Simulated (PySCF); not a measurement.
C₆ coefficients of unlike pairs at PBE

Calculated with PySCF 2.14 from the dipole response of each species, C₆(A,B) = (3/π) ∫ α_A(iu) α_B(iu) du, in atomic units, from isotropic polarisabilities. For ions this is the dispersion term alone; charge-induced terms of lower order in 1/R come first.

```
species      configuration                                                                         basis     relativity  α (bohr³)  C₆ (like pair)
    O³⁺  [He] 2s2 2p1 (2P)                                                        aug-cc-pVTZ (5s4p3d2f)           none      1.347           1.258
     Al  [Ne] 3s2 3p1 (2P)                                                aug-cc-pV(5+d)Z (8s7p6d4f3g2h)           none      65.72           583.2
   La³⁺          [Xe] (1S)  x2c-TZVPPall with one added diffuse shell each of s, p, d type (12s8p8d3f1g)  spin-free X2C      7.634           48.50
```

(1) Estimate C₆ for Al with O³⁺.

No spin-orbit coupling is included.

The other pairs:

```csv
pair,C₆
"La³⁺, O³⁺",7.795
"La³⁺, Al",122.7
```

Results:

(1) The integral gives 20.73. The combination rule 2 C_A C_B / (C_A α_B/α_A + C_B α_A/α_B) gives 20.01 and the geometric mean 27.08.
